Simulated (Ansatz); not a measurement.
C₃H₆GeO (`C#C[O][GeH2][CH3]`). Total charge 0; spin multiplicity 1. All single points use the PBE0-D4/def2-TZVP geometry. It is one conformer, not always the lowest.

```xyz
11

C    -1.577    0.860    1.992
C    -0.969    1.190    1.008
O    -0.325    1.544   -0.046
Ge    1.015    0.433   -0.626
C     0.221   -1.307   -0.907
H    -2.127    0.600    2.862
H     1.478    1.150   -1.899
H     2.077    0.453    0.483
H    -0.267   -1.630    0.014
H    -0.518   -1.260   -1.706
H     0.991   -2.033   -1.175
```

What is the dipole moment at r2SCAN/def2-TZVPP? (Estimate.)

Computed: 3.13 D, with components (1.78, -2.06, -1.54) D in this frame, pointing from negative to positive charge.

And with PBE, B3LYP, ωB97M-V? (Estimate.)

Ansatz gave: PBE 3.06 D, B3LYP 3.09 D, ωB97M-V 3.10 D.

Give the Mulliken charges with r2SCAN, B3LYP, PBE in def2-TZVPP. (An estimate is asked.)

Computed: 
```json
{"atom": "C1", "r2SCAN": "-0.39", "B3LYP": "-0.26", "PBE": "-0.26"}
{"atom": "C2", "r2SCAN": "0.15", "B3LYP": "0.00", "PBE": "0.00"}
{"atom": "O3", "r2SCAN": "-0.38", "B3LYP": "-0.37", "PBE": "-0.30"}
{"atom": "Ge4", "r2SCAN": "0.37", "B3LYP": "0.38", "PBE": "0.35"}
{"atom": "C5", "r2SCAN": "-0.28", "B3LYP": "-0.37", "PBE": "-0.36"}
{"atom": "H6", "r2SCAN": "0.24", "B3LYP": "0.25", "PBE": "0.21"}
{"atom": "H7", "r2SCAN": "0.00", "B3LYP": "0.00", "PBE": "0.00"}
{"atom": "H8", "r2SCAN": "0.00", "B3LYP": "0.00", "PBE": "0.00"}
{"atom": "H9", "r2SCAN": "0.10", "B3LYP": "0.13", "PBE": "0.13"}
{"atom": "H10", "r2SCAN": "0.09", "B3LYP": "0.12", "PBE": "0.12"}
{"atom": "H11", "r2SCAN": "0.09", "B3LYP": "0.11", "PBE": "0.11"}
```

B3LYP here is the variant with VWN-RPA as its local correlation; programs differ in this.
